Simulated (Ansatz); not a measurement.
```xyz
9

O    -0.816    0.610   -1.640
Si   -0.841   -0.123   -0.174
Si    1.280    0.129    0.769
Cl   -1.239   -2.141   -0.377
H    -1.616    0.600   -2.169
H    -1.953    0.399    0.663
H     1.602    1.570    0.943
H     2.293   -0.506   -0.113
H     1.291   -0.537    2.098
```

The species carries charge 0 and has multiplicity 1.

**Question.** List the CAM-B3LYP/def2-TZVPP orbital energies in eV (Ansatz). (Best estimate.)

**Answer.** Computed: Occupied: -2764.25, -1802.38, -1800.95, -523.00, -259.05, -198.08, -197.96, -197.95, -146.79, -145.58, -102.17, -102.11, -102.07, -100.90, -100.89, -100.89, -30.10, -24.68, -18.13, -16.64, -14.99, -13.02, -12.59, -11.54, -11.45, -11.17, -10.99, -10.61, -9.45. Lowest empty: 0.66, 1.03, 1.58, 2.19, 2.40, 2.71, 3.30, 3.33.
